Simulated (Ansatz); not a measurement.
Cd₈Te₉⁻, relaxed as a doublet with UKS PBE-D4/def2-SVP in Ansatz, starting from the GFN1-xTB geometry. Force threshold 0.03 eV/Å.

In the def2 sets Cd, Te take a core potential; there is no spin–orbit coupling. Single mean-field runs in def2-SVP are fitted with def2-universal-jkfit. Another isomer (doublet) lies 4.14 eV lower at PBE0-D4/def2-SVP; other spin states weren't run for this one.

Start:

```xyz
17

Cd   -1.342    2.116    2.975
Cd   -4.389   -3.382   -1.395
Cd   -1.951   -0.886    2.886
Cd   -1.233   -0.743   -1.799
Cd    3.321    0.609    0.647
Cd   -4.173   -0.778    0.374
Cd    3.209   -1.050   -2.034
Cd   -1.254    4.580   -2.995
Te    1.269   -3.982   -0.786
Te    3.677    3.347    0.401
Te   -2.492    1.672   -1.977
Te    1.299   -2.588    1.566
Te    1.331    3.820    1.605
Te   -0.248    2.649   -0.454
Te    0.422    0.086    0.492
Te   -1.334   -3.520   -1.339
Te    3.888   -1.949    1.830
```

(1) Estimate the energy that the relaxation releases and the steps that it takes.

(2) Does the start keep its bonding and symmetry?

(3) Predict the relaxed structure.

Results:

(1) 169.6 kJ/mol, in 42 steps; 4.4 min on 2 threads of AMD EPYC 7R13 on a shared host and a share (18 GiB) of an NVIDIA H100 80GB HBM3. The force fell under the threshold at step 28, but the optimiser went on and released 0.119 eV more. No frequencies were taken in this run, so the end may be a saddle point.

(2) Bonds lost: Cd5–Cd7 (atoms count from 1). Bonds formed: Cd1–Te15, Cd3–Te14, Cd4–Cd7, Cd6–Cd8, Cd6–Te11 (atoms count from 1). Metal–metal contacts that move far: Cd3–Cd6 3.36 to 2.83 Å.

(3) 
```xyz
17

Cd   -0.6253    1.6845    3.1991
Cd   -4.0698   -2.3516   -1.3343
Cd   -2.8475    1.4367    1.4537
Cd   -0.6747   -1.3122   -1.6833
Cd    3.3312    0.7355    0.7763
Cd   -3.8817    0.4607   -0.9931
Cd    2.3222   -1.9811   -2.3696
Cd   -3.4579    3.8508   -1.0364
Te    1.1833   -4.7197   -0.0671
Te    3.7355    3.3583    1.4020
Te   -1.6544    1.0243   -2.8130
Te    2.2630   -2.8768    1.6487
Te    1.0388    3.9043    1.8797
Te   -0.2588    2.4453   -0.3859
Te    0.6005   -0.1329    0.7791
Te   -1.6025   -3.8118   -0.9955
Te    4.5980   -1.7142    0.5396
```
Bond lengths (bridged metal pairs left out): 11 × Cd–Te 2.73 to 3.33 Å; 7 × Te–Te 2.74 to 3.14 Å; 5 × Cd–Cd 2.83 to 3.42 Å.
